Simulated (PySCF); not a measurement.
## From a computed spectrum to the compound

A species of 5 atoms with charge -1 has these harmonic modes (PBE0, small Gaussian bases with core potentials, PySCF 2.14.0):

```
cm⁻¹  km/mol  symmetry
 561   312.7        t2
 561   312.7        t2
 561   312.7        t2
 625     0.0         e
 625     0.0         e
1551   676.9        t2
1551   676.9        t2
1551   676.9        t2
1593     0.0        a1
```

Which species is it, and in which structure?

[TlH4]− (singlet):
```xyz
5

Tl    0.0000    0.0000    0.0000
H     1.0412    1.0412    1.0412
H    -1.0412   -1.0412    1.0412
H     1.0412   -1.0412   -1.0412
H    -1.0412    1.0412   -1.0412
```
Ideal gas at 298.15 K and 1 bar: S = 240.5 J/(mol K), Cp = 56.5 J/(mol K), H − H(0 K) = 12.2 kJ/mol (rigid rotor, harmonic modes, spin degeneracy alone). 
 The answer isn't unique; the calculation gave this one.
